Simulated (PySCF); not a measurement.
Sn(Cl)(NMe2) (C₂H₆ClNSn), SMILES C[N](C)[Sn][Cl] (connectivity only; charge and spin as stated), neutral, multiplicity 1.

Geometry: PBE0-D3(BJ)/def2-SVP. The structure was generated by enumeration; whether it is a known compound was not checked. The def2 effective core potentials stand for the cores of Sn; spin–orbit coupling is left out. Other conformers were not sampled.

Vertical ionisation energy (IE) and electron affinity (EA) in eV. Rows of orbital energies are one-electron estimates. Where ΔSCF, EOM or ADC give a negative EA the extra electron is unbound and the value depends on the basis.

```json
[
 {"level": "−ε(HOMO), −ε(LUMO), CAM-B3LYP/def2-TZVP (PySCF)", "IE": "7.87", "EA": "1.27"},
 {"level": "−ε(HOMO), −ε(LUMO), PBE/def2-TZVP (PySCF)", "IE": "[?]", "EA": "[?]"}
]
```

### Question
What belongs in the gaps? (The exact figures need the calculation; the answer reports its results.)

### Answer

- −ε(HOMO), −ε(LUMO), PBE/def2-TZVP (PySCF), IE: 5.45
- −ε(HOMO), −ε(LUMO), PBE/def2-TZVP (PySCF), EA: 2.76
